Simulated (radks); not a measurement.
The sulfur anion S-, [Ne] 3s2 3p5, held by a Watson sphere: a shell of charge +1.2 at radius R that stands for the Madelung well of a crystal (potential energy -1.2/R inside, -1.2/r outside, in hartree with lengths in bohr). Method: non-relativistic Kohn-Sham, PBE, spin-unpolarised, spherical densities, point nucleus; computed with a radial shooting solver on a logarithmic mesh with Libxc functionals. Response by self-consistent Sternheimer equations with the Hartree and adiabatic LDA kernel. The sphere does not respond.

| R (bohr) | e(2p) (eV) | e(3s) (eV) | e(3p) (eV) | <r> 3p (bohr) | sum of <r^2> (bohr^2) | X-ray form factor at sin(theta)/lambda = 0.2 1/angstrom | alpha (bohr^3) |
|---|---|---|---|---|---|---|---|
| 1.92 | -156.75 | -19.987 | -9.837 | 2.019 | 32.98 | 11.391 | 19.41 |
| 2.12 | -156.58 | -19.534 | -9.534 | 2.055 | 34.00 | 11.323 | 20.91 |
| 2.28 | -156.47 | -19.179 | -9.275 | 2.081 | 34.79 | 11.277 | 22.23 |
| 2.37 | -156.40 | -18.984 | -9.125 | 2.096 | 35.22 | 11.254 | 23.01 |
| 2.5 | -156.30 | -18.709 | -8.906 | 2.115 | 35.82 | 11.225 | 24.18 |
| 2.79 | -156.05 | -18.126 | -8.415 | 2.156 | 37.06 | 11.175 | 26.96 |
| 3.03 | -155.81 | -17.677 | -8.015 | 2.185 | 37.99 | 11.147 | 29.40 |
| 3.09 | -155.74 | -17.570 | -7.917 | 2.191 | 38.21 | 11.141 | 30.02 |
| 3.92 | -154.83 | -16.269 | -6.672 | 2.264 | 40.69 | 11.100 | 39.02 |
